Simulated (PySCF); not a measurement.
Beryllium: a sound run and one with changed settings

Sound run: Be⁺ [He] 2s1, Be²⁺ 1s2. Calculation: PySCF 2.14, in 6-31G* (3s2p1d, 14 functions); the non-relativistic Hamiltonian (point nucleus). The sound run starts from symmetry-adapted Hartree-Fock orbitals and uses a fine grid where one is needed.

Changed run: 26 angular points. This setting is unsound on purpose.

| species | method | sound run (hartree) | changed run (hartree) | converged |
| --- | --- | --- | --- | --- |
| Be⁺ | UHF | -14.27541 | -14.27541 | yes |
| Be⁺ | BP86 | -14.32179 | -14.32179 | yes |
| Be⁺ | LDA | -14.11168 | -14.11168 | yes |
| Be²⁺ | UHF | -13.60974 | -13.60974 | yes |
| Be²⁺ | BP86 | -13.64678 | -13.64678 | yes |
| Be²⁺ | LDA | -13.44225 | -13.44225 | yes |

Ionisation energy of Be⁺:

| method | sound run (eV) | changed run (eV) |
| --- | --- | --- |
| UHF | 18.114 | 18.114 |
| BP86 | 18.368 | 18.368 |
| LDA | 18.216 | 18.216 |

Here the setting changes nothing at the digits shown.

For comparison, NIST gives 18.211 eV between the lowest levels.
